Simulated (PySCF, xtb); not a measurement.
B(AsH2)(H)2 (AsBH₄), SMILES B[AsH2].

xtb with GFN2-xTB at its own geometry gives an orbital gap of 2.86 eV and a dipole moment of 1.09 D.

Geometry optimised at r2SCAN-D4/def2-TZVP.

Problem. What does B3LYP/def2-TZVPD in PySCF give? (An estimate is asked for; the answer gives what the named calculation found.)

Solution. gap 5.06 eV (levels -7.22 and -2.17 eV), dipole 0.42 D.
